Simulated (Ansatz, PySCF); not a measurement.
H₂O₃Ti, SMILES [O]=[Ti]([OH])[OH], multiplicity 1.

Geometry optimised at PBE0-D3(BJ)/def2-SVP. The spin state was assumed, not searched. Other conformers were not sampled.

Vertical ionisation energy (IE) and electron affinity (EA) in eV. Rows of orbital energies are one-electron estimates. Where ΔSCF, EOM or ADC give a negative EA the extra electron is unbound and the value depends on the basis.

```json
[
 {"level": "−ε(HOMO), −ε(LUMO), HF/def2-TZVPD (PySCF)", "IE": "13.11", "EA": "-0.25"},
 {"level": "−ε(HOMO), −ε(LUMO), PBE/def2-TZVPD (PySCF)", "IE": "?", "EA": "?"},
 {"level": "ΔSCF, CAM-B3LYP/def2-SVPD (Ansatz), final states of multiplicity 2 and 2", "IE": "11.68", "EA": "1.05"},
 {"level": "ΔSCF, PBE/def2-SVPD (Ansatz), final states of multiplicity 2 and 2", "IE": "10.93", "EA": "0.78"}
]
```

**Question.** Some entries are withheld; supply them. (The exact figures need the calculation; the answer reports its results.)

**Answer.** 
- −ε(HOMO), −ε(LUMO), PBE/def2-TZVPD (PySCF), IE: 7.51
- −ε(HOMO), −ε(LUMO), PBE/def2-TZVPD (PySCF), EA: 3.47

**Question.** What vertical singlet–triplet gap does ΔSCF give with CAM-B3LYP/def2-SVPD (Ansatz, a first-principles code) and with PBE/def2-SVPD (Ansatz)? (An estimate is asked for; the answer gives what the named calculation found.)

**Answer.** 3.81 and 4.06 eV (triplet above singlet where positive).
